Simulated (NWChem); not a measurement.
System meant: MgHSF; SMILES [F][Mg][SH]

The following NWChem deck was run.

```
start job
memory heap 200 mb stack 900 mb global 1100 mb
geometry units angstroms noautosym nocenter noautoz
  Mg     0.014371    -0.749713     0.000000
  F      0.054122    -2.487534     0.000000
  S     -0.019201     1.549721     0.000000
  H     -1.372827     1.603282     0.000000
end
basis spherical
  * library 6-31g*
end
dft
  xc xtpss03 ctpss03
  iterations 150
end
property
  shielding
end
task dft property
```

End of the output:

```
 Vector   22  Occ=0.000000D+00  E=-9.018828D-03
              MO Center=  3.4D-03, -6.9D-01,  2.6D-09, r^2= 6.4D+00
   Bfn.  Coefficient  Atom+Function         Bfn.  Coefficient  Atom+Function
  ----- ------------  ---------------      ----- ------------  ---------------
    13      0.770835  1 Mg pz                 9      0.371688  1 Mg pz
    45     -0.262621  3 S  pz                41     -0.226040  3 S  pz
    23     -0.159401  2 F  pz                 5     -0.136900  1 Mg pz
    27     -0.132239  2 F  pz                15      0.089887  1 Mg d -1
    37      0.082512  3 S  pz                47     -0.037970  3 S  d -1

 center of mass
 --------------
 x =  -0.01553668 y =  -0.35020206 z =   0.00000000

 moments of inertia (a.u.)
 ------------------
         742.092523103643          21.788982214421           0.000000000000
          21.788982214421           7.023060316058           0.000000000000
           0.000000000000           0.000000000000         749.115583419701

     Multipole analysis of the density
     ---------------------------------

     L   x y z        total         alpha         beta         nuclear
     -   - - -        -----         -----         ----         -------
     0   0 0 0     -0.000000    -19.000000    -19.000000     38.000000

     1   1 0 0     -0.307680      0.810386      0.810386     -1.928452
     1   0 1 0     -0.002460      4.709426      4.709426     -9.421312
     1   0 0 1     -0.000000     -0.000000     -0.000000      0.000000

     2   2 0 0    -17.628526    -12.241402    -12.241402      6.854279
     2   1 1 0     -1.116236      6.616311      6.616311    -14.348859
     2   1 0 1     -0.000000     -0.000000     -0.000000      0.000000
     2   0 2 0    -31.469072   -200.415590   -200.415590    369.362108
     2   0 1 1      0.000000      0.000000      0.000000      0.000000
     2   0 0 2    -20.685062    -10.342531    -10.342531      0.000000

          -----------------------------------------
          Chemical Shielding Tensors (GIAO, in ppm)
          -----------------------------------------

 ------------------------------------------------------------------------
  xtpss03: d2 not coded                    0
 ------------------------------------------------------------------------
 ------------------------------------------------------------------------
  current input line :
    19: task dft property
 ------------------------------------------------------------------------
 ------------------------------------------------------------------------
 This error has not yet been assigned to a category
 ------------------------------------------------------------------------
 For more information see the NWChem manual at https://nwchemgit.github.io

0: xtpss03: d2 not coded:Received an Error in Communication
```

Problem. What is wrong, and how is it mended?

Solution. The program stopped with an error. Cause: this functional's second derivatives, which shieldings need, aren't coded here; the fix takes a hybrid GGA instead. This input runs:
```
start job
memory heap 200 mb stack 900 mb global 1100 mb
geometry units angstroms noautosym nocenter noautoz
  Mg     0.014371    -0.749713     0.000000
  F      0.054122    -2.487534     0.000000
  S     -0.019201     1.549721     0.000000
  H     -1.372827     1.603282     0.000000
end
basis spherical
  * library 6-31g*
end
dft
  xc pbe0
  iterations 150
end
property
  shielding
end
task dft property
```
It converges to -698.43870 Ha (PBE0/6-31G* (spherical d), GIAO).
